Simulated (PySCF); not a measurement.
PySCF input:

```python
from pyscf import gto, scf, dft

mol = gto.M(
    atom='''
    C     1.89810304   -0.00695638   -0.13375735
    C     0.71704237   -0.18849680    0.06093693
    C    -0.77587317   -0.34474074    0.26312233
    O    -1.51511058    0.61783038   -0.26041654
    H     2.92521377    0.18217212   -0.32181517
    H    -0.86507089   -0.48866269    1.38731378
    H    -0.97489164   -1.39498896   -0.12397777
    ''',
    basis='def2-tzvpd',
    charge=-1,
    spin=0,
    verbose=4,
)

mf = dft.RKS(mol, xc='m062x').density_fit(auxbasis='def2-universal-jkfit')
mf.grids.level = 4
mf.conv_tol = 1e-9
mf.max_cycle = 100
mf.max_memory = 1500
mf.kernel()
if not mf.converged:
    mf = mf.newton()
    mf.kernel(mf.make_rdm1())
mf.analyze()
```

Task: Which total energy does the run end on?

Result: -191.25806 Eh (M06-2X/def2-TZVPD).

It need not be the lowest isomer of its formula. Whether it binds its extra electron was not tested at this geometry.
